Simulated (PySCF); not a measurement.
# Spinor energies of La²⁺ (lanthanum, charge +2)

Start: [Xe] 6p1; 6p3/2 filled at m_j = +3/2. Calculated with PySCF 2.14 in x2c-TZVPall-2c with one added diffuse shell each of s, p, d type (12s12p11d2f, 117 functions): generalised Hartree-Fock with the X2C-1e Hamiltonian and a Gaussian nucleus; spin-orbit coupling (SO) screened by Boettger's factors. This is a chosen level, not necessarily the ground level.

```csv
spinor shell,electrons,"ε, screened SO (eV)",weight of nominal j (screened SO),"rms radius, screened SO (bohr)"
1s1/2,2,-39132.7,1.000,0.0286
2s1/2,2,-6351.3,1.000,0.116
2p1/2,2,-5977.5,1.000,0.100
2p3/2,4,-5560.9,1.000,0.106
3s1/2,2,-1417.5,1.000,0.303
3p1/2,2,-1258.6,1.000,0.295
3p3/2,4,-1175.2,1.000,0.308
3d3/2,4,-899.55,1.000,0.279
3d5/2,6,-881.93,1.000,0.283
4s1/2,2,-318.89,1.000,0.694
4p1/2,2,-257.91,1.000,0.719
4p3/2,4,-240.05,1.000,0.746
4d3/2,4,-137.74,1.000,0.820
5s1/2,2,-65.242,1.000,1.65
5p1/2,2,-45.975,0.999,1.83
5p3/2,4,-43.206,1.000,1.90
6p3/2,1,-13.056,1.000,4.86
```

**Question.** Where does 4d5/2 lie, and what is the 4d spin-orbit splitting (screened SO)?

**Answer.** At -134.58 eV, 3.162 eV above 4d3/2.

| quantity | screened SO |
| --- | --- |
| E (hartree) | -8490.39274 |
| M_J | 3/2 |
| ⟨J²⟩ | 3.751 |
| ⟨L²⟩ | 2.036 |
| ⟨S²⟩ | 0.786 |

Each row is a mean over spinors that exchange with the open shell spreads, by up to 0.334 eV (5p3/2).

Breit and QED terms are absent; they matter most for the inner s and p1/2 levels.

Densities and radii are taken from the X2C orbitals without a picture-change correction, which distorts them close to the nucleus.
